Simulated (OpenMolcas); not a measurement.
**Ag⁷⁺: effect of the active space**

```
Program             : OpenMolcas 26.06
Method              : SS-CASPT2 or its RAS form, IPEA 0.25 Eh, imaginary shift 0.1 Eh
Basis               : ANO-R2
Scalar Hamiltonian  : X2C, finite nucleus
Spin-orbit coupling : RASSI with atomic mean-field integrals over the reference wave functions, term energies averaged over their components
```

A. 4 electrons in 5 orbitals (4d); 2S+1 = 5 even, 5 roots; 2S+1 = 3 even, 45 roots; 2S+1 = 1 even, 50 roots; closed shells correlated: 4s 4p; CASPT2 step about 15 core-seconds
B. 10 electrons in 8 orbitals (RAS1 4p, at most 2 holes; RAS2 4d); 2S+1 = 5 even, 5 roots; 2S+1 = 3 even, 45 roots; 2S+1 = 1 even, 49 roots; closed shells correlated: 4s; CASPT2 step roughly 60 core-seconds
C. 4 electrons in 10 orbitals (4d 5d); 2S+1 = 5 even, 5 roots; 2S+1 = 3 even, 45 roots; 2S+1 = 1 even, 49 roots; closed shells correlated: 4s 4p; CASPT2 step of the order of 12 core-minutes

Energies in cm⁻¹ above 4d⁴ ⁵D₀, the measured ground level; measured values from Atoms 5, 11 (2017), spectra Ag VII to Ag IX.

| Level | A | B | C | Measured |
| --- | --- | --- | --- | --- |
| 4d⁴ ⁵D₀ | 0.0 | 0.0 | 0.0 | 0.0 |
| 4d⁴ ⁵D₁ | 1245 | 1268 | 1240 | 1340 |
| 4d⁴ ⁵D₂ | 3040 | 3100 | 3040 | 3212 |
| 4d⁴ ⁵D₃ | 5060 | 5160 | 5070 | 5292 |
| 4d⁴ ⁵D₄ | 7170 | 7310 | 7200 | 7443 |
| 4d⁴ ³P₀(1) | 21730 | 22190 | 21700 | 21309 |
| 4d⁴ ³H₄ [69 %] | 24090 | 24110 | 24030 | 23302 |
| 4d⁴ ³P₁(1) | 26750 | 27370 | 26730 | 26526 |
| 4d⁴ ³H₅ | 26880 | 26970 | 26870 | 26250 |
| 4d⁴ ³G₃ [51 %] | 27620 | 27830 | 27570 |  |
| 4d⁴ ³F₂(1) | 28540 | 28870 | 28490 | 28051 |
| 4d⁴ ³H₆ | 28790 | 28850 | 28820 | 28185 |
| 4d⁴ ³F₄(1) [51 %] | 30010 | 30370 | 30000 |  |
| 4d⁴ ³P₂(1) | 32470 | 33250 | 32480 | 32134 |
| 4d⁴ ³F₃(1) [52 %] | 33440 | 33940 | 33410 |  |
| 4d⁴ ³G₄ [57 %] | 33530 | 33950 | 33530 | 32698 |
| 4d⁴ ³G₅ | 35620 | 35960 | 35670 | 35077 |
| 4d⁴ ³D₃ | 37830 | 38340 | 37840 | 36879 |
| 4d⁴ ³D₂ [67 %] | 39070 | 39470 | 39050 | 38402 |
| 4d⁴ ³D₁ | 39940 | 40470 | 39900 | 39191 |
| 4d⁴ ¹I₆ | 40660 | 40470 | 40790 | 39744 |
| 4d⁴ ¹G₄(1) [72 %] | 43990 | 44530 | 44050 | 43104 |
| 4d⁴ ¹D₂(1) | 49800 | 50120 | 49860 |  |
| 4d⁴ ¹F₃ | 53330 | 53520 | 53420 | 52004 |

Deviations, from unrounded energies. A percentage is the sum of absolute deviations over the sum of measured energies, with the sign that they share, or ± where signs differ.

| Against measurement | Levels | A | B | C |
| --- | --- | --- | --- | --- |
| mean absolute deviation (cm-1) | 19 | 590 | 840 | 590 |
| fine structure of the ground term (%) | 4 | -4.4 | -2.6 | -4.3 |
| other terms of the ground configuration (%) | 15 | +2.1 | +3.1 | +2.1 |

A, C lie about equally close to measurement and B furthest from it. The largest miss of A in the table is 4d⁴ ¹F₃, by +1300 cm-1. The ranking rests on the paired levels alone, and a cruder setting can come out closer through cancelling errors.

The spin-orbit steps hold different terms of 4d⁴ (B lacks a ¹S; C lacks a ¹S), which shifts levels as well.

The two smallest mean deviations differ by little beside CASPT2's spread within terms, so their order carries little weight.

Among A to C the level of the table that moves most is 4d⁴ ³P₂(1), by 780 cm-1 (lowest in A, highest in B). Moves below CASPT2's spread within the term are not significant.

CASPT2 does not keep the components of a term degenerate, so their means are used; among the terms shown or strongly mixed into the levels shown the widest spread is 260 cm-1 (4d⁴ ¹G(1), A). Active for correlation alone: 4p; no level in the range computed is led by a configuration that opens it, so any true level of that kind is missing (holds for B). The CASPT2 spread within a term exceeds the gap to the next term for 4d⁴ ³D and 4d⁴ ¹I, so the order of their levels is uncertain (holds for B). Active for correlation alone: 5d; no level in the range computed is led by a configuration that fills it, so any true level of that kind is missing (holds for C). Computed and measured levels are paired by configuration, term and J; levels that our copy of the source lacks, or whose pairing is in doubt (as where it misses far off the trend of its configuration), stay unpaired and out of the deviations. Levels of configurations outside the active space are missing. The table leaves out levels that lie high or whose names do not pair safely across all columns.

A share in square brackets marks a mixed level and gives the weight of the term that names it, the lowest over the columns. A number in round brackets counts repeated terms of one configuration in the order of the reference energies.
